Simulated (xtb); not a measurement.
formaldehyde (CH2O), SMILES C=O. All values are semi-empirical tight-binding results from xtb (GFN2-xTB unless named), good for trends rather than for accurate numbers. The structure is a stationary point at GFN2-xTB.

```json
{
 "point_group_as_xtb_finds_it": "C2v",
 "orbital_gap": "3.62 eV",
 "dipole_moment": "2.34 D",
 "zero_point_energy": "16.0 kcal/mol",
 "G − E(el) at 298.15 K (modified RRHO)": "2.9 kcal/mol",
 "static polarisability (D4 model)": "18.8 bohr³",
 "solvation energy, GFN2-xTB/ALPB(water)": "-0.7 kcal/mol",
 "solvation energy, GFN2-xTB/ALPB(benzene)": "-1.9 kcal/mol"
}
```

Computed IR lines (harmonic; lines under 4 % of the strongest left out, lines within 3 cm⁻¹ merged):
ν (cm⁻¹): 1203 (m), 1806 (vs), 2792 (s), 2838 (s) (against the strongest line: vs over 80 %, s over 45 %, m over 15 %, w over 4 %, vw less)
